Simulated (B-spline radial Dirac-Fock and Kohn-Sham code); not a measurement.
O 2p1/2: cross section and angular parameters

System: neutral oxygen, 1s2 2s2 2p4; threshold 13.20 eV (orbital energy of the model). Method: Dirac-Hartree-Slater photoionisation with a Latter tail; cross sections with all multipoles, angular parameters from the dipole term and its interference with E2. Computed with an atomic code on a B-spline grid.

For linearly polarised light dσ/dΩ = σ/(4π) [1 + β P₂(cos θ) + (δ + γ cos²θ) sin θ cos φ], with θ from the polarisation vector and φ the angle between the beam and the projection of the electron momentum on the plane normal to the polarisation.

```tsv
hν (eV)	σ (kb)	β	γ	δ
55.6	1360	1.428	0.042	0.008
58.2	1260	1.440	0.045	0.008
59.3	1220	1.444	0.046	0.008
64	1050	1.460	0.051	0.008
80	650	1.492	0.070	0.008
150	131	1.461	0.151	0.012
211	?	?	?	?
300	17.4	1.231	0.252	0.023
349	10.9	1.166	0.273	0.026
477	4.09	1.017	0.317	0.036
517	3.15	0.978	0.328	0.039
621	1.72	0.889	0.353	0.047
717	1.07	0.820	0.371	0.054
794	0.757	0.772	0.383	0.059
800	0.738	0.769	0.384	0.060
816	0.690	0.759	0.387	0.061
1000	0.343	0.668	0.412	0.074
1030	0.310	0.656	0.416	0.076
1270	0.148	0.571	0.442	0.091
3110	0.00545	0.296	0.603	0.178
3670	0.00286	0.250	0.636	0.201
3760	0.00260	0.243	0.640	0.204
5230	0.000706	0.166	0.689	0.253
5410	0.000617	0.160	0.695	0.258
5414.7	0.000615	0.160	0.695	0.258
6000	0.000409	0.144	0.712	0.275
11000	3.60e-05	0.079	0.901	0.388
11300	3.23e-05	0.076	0.911	0.394
12000	2.53e-05	0.069	0.933	0.408
13600	1.51e-05	0.053	0.975	0.438
```

**Question.** Give the values at 211 eV.

**Answer.** σ = 50.1 kb, β = 1.366, γ = 0.200, δ = 0.016.
